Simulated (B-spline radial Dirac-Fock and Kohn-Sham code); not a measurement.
# How the levels of selenium move as electrons are removed

Level of theory: Dirac-Fock (average of configuration) total-energy differences with a finite nucleus, the Breit interaction including its frequency dependence, and self-energy and vacuum-polarisation corrections; a radial finite-basis atomic code. Each ion is free and in its tabulated ground configuration. No correlation.

Reference: Se⁶⁺, [Ar] 3d10, with 1s 12761.0 eV, 2s 1761.4 eV, 2p1/2 1578.4 eV, 3s 333.0 eV, 3p1/2 269.6 eV, Kα1 (K-L3) 11223.6 eV, Kβ1 (K-M3) 12497.3 eV, Lℓ (L3-M1) 1204.4 eV. Shifts from it, in eV (a dash: the subshell is empty, belongs to an open shell averaged over j, or its hole state is left out as unreliable):

```csv
ion,configuration,1s,2s,2p1/2,3s,3p1/2,Kα1,Kβ1,Lℓ
Se⁷⁺,[Ar] 3d9,+38.1,+38.8,+38.8,+32.8,+32.2,-0.65,+6.11,+5.96
Se⁸⁺,[Ar] 3d8,+78.9,+80.2,+80.2,+67.2,+66.0,-1.24,+13.27,+12.94
Se⁹⁺,[Ar] 3d7,+122.3,+124.2,+124.1,+103.1,+101.3,-1.76,+21.52,+20.93
Se¹⁰⁺,[Ar] 3d6,+168.2,+170.5,+170.5,+140.5,+138.1,-2.19,+30.86,+29.95
Se¹¹⁺,[Ar] 3d5,+216.7,+219.2,+219.3,+179.2,+176.4,-2.50,+41.30,+40.00
Se¹²⁺,[Ar] 3d4,+267.6,+270.3,+270.4,+219.2,+216.0,-2.68,+52.84,+51.07
Se¹³⁺,[Ar] 3d3,+321.1,+323.6,+323.9,+260.6,+257.0,-2.71,+65.51,+63.15
Se¹⁴⁺,[Ar] 3d2,?,?,?,?,?,?,?,?
```

Task: Give the missing shifts for Se¹⁴⁺.

Result: 1s +376.9, 2s +379.2, 2p1/2 +379.7, 3s +303.3, 3p1/2 +299.3, Kα1 -2.56, Kβ1 +79.30, Lℓ +76.24 (eV).

Over this range K (1s) moves by +376.9 eV and Kα1 by -2.6 eV: a line is a difference of two levels that shift in the same direction.

Values without a named source are computed, but for edge energies of neutral atoms, which are taken from tables.
